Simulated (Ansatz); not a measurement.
A nudged elastic band was laid between two geometries of H2 + H4OSn (8 atoms, charge 0, multiplicity 1).

All numbers below come from Ansatz 0.2.0, RKS PBE0/def2-SVP.

* movable images: 9
* climbing image: yes
* spring: 5.0 eV/Å²
* optimiser: quadratic models (default)
* start path: through a guess of the saddle point
* force threshold: 0.05 eV/Å
* iteration limit: 60
* end points: relaxed

Initial state:

```xyz
8
Properties=species:S:1:pos:R:3
Sn -0.334 0.473 -0.328
O 0.192 -0.207 1.475
H -0.569 -0.388 2.038
H 1.172 0.782 -1.066
H -1.270 1.898 -0.124
H -1.230 -0.742 -1.144
H 1.652 -2.797 2.457
H 1.354 -2.146 2.189
```

Final state:

```xyz
8
Properties=species:S:1:pos:R:3
Sn 0.449 0.082 -0.364
O -0.544 -0.791 2.463
H -1.079 -1.556 2.225
H 1.020 0.483 -1.939
H 0.165 1.531 0.488
H -0.982 -0.836 -0.562
H 1.668 -0.860 0.384
H 0.269 -1.180 2.804
```

(1) What changes between the two ends?

(2) What energy profile does the band end with?

(3) What is the geometry of the highest image?

(4) What are the harmonic wavenumbers there?

## Answers

(1) Bonds broken: Sn1–O2, H7–H8. Bonds formed: Sn1–H7, O2–H8. H2 + H4OSn becomes H2O + H4Sn.

(2) It converged. The highest image is number 5 of 0 to 10, 121.4 kJ/mol above the first end and 154.3 kJ/mol above the last; the last end lies 32.9 kJ/mol below the first. A vibrational analysis at the climbing image gives one clearly imaginary mode, 1328i cm⁻¹: a first-order saddle point. The orbitals stay closed-shell, which can raise the energy where a bond breaks towards radicals; this wasn't checked here.

| image | path coordinate (Å) | energy (kJ/mol) | Sn1–O2 (Å) | H7–H8 (Å) | Sn1–H7 (Å) |
| --- | --- | --- | --- | --- | --- |
| 0 | 0.00 | 0.0 | 2.00 | 0.76 | 4.73 |
| 1 | 0.72 | 0.4 | 2.00 | 0.76 | 4.34 |
| 2 | 1.45 | 1.6 | 2.00 | 0.76 | 3.87 |
| 3 | 2.17 | 5.2 | 2.00 | 0.76 | 3.25 |
| 4 | 2.90 | 35.6 | 2.03 | 0.78 | 2.60 |
| 5 | 3.62 | 121.4 | 2.18 | 1.04 | 2.12 |
| 6 | 4.57 | 14.2 | 2.78 | 1.62 | 1.76 |
| 7 | 5.51 | -20.7 | 3.49 | 2.13 | 1.71 |
| 8 | 6.46 | -22.4 | 3.57 | 2.40 | 1.71 |
| 9 | 7.42 | -28.9 | 3.29 | 2.55 | 1.71 |
| 10 | 8.37 | -32.9 | 3.12 | 2.81 | 1.71 |

(3) 
```xyz
8
Properties=species:S:1:pos:R:3
Sn 0.054 -0.098 -0.091
O 0.156 -0.210 2.088
H -0.650 -0.244 2.625
H 1.548 0.356 -0.782
H -0.935 1.311 0.067
H -0.872 -1.268 -0.932
H 1.009 -1.743 0.845
H 0.655 -1.232 1.680
```

(4) 1328i, 173, 351, 456, 530, 644, 666, 728, 760, 809, 848, 1346, 1646, 1792, 1880, 1932, 1959, 3824 cm⁻¹.

The run took 17 min on 1 thread of Arm Neoverse N1, with other jobs on the host, peak memory 0.14 GiB.
